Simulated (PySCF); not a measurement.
TiOCl2, SMILES [Cl][Ti]([Cl])=[O], multiplicity 1.

Coordinates come from a TPSSh-D3(BJ)/def2-SVP optimisation. The spin state was assumed, not searched.

Calculation: r2SCAN/def2-TZVPD run with PySCF.

The total energy is -1845.22243 hartree, the point group is Cs and the highest occupied level is -8.27 eV. The lowest empty level is -4.82 eV, the orbital gap is 3.45 eV and the dipole moment is 1.31 D. The quadrupole, principal values (traceless, Buckingham form, about the centre of nuclear charge) is -5.44, -5.16, 10.60 D·Å and the mean static polarisability is 64.8 bohr³ (9.60 Å³). The polarisability, principal values comes out as 44.8, 65.1, 84.5 bohr³.
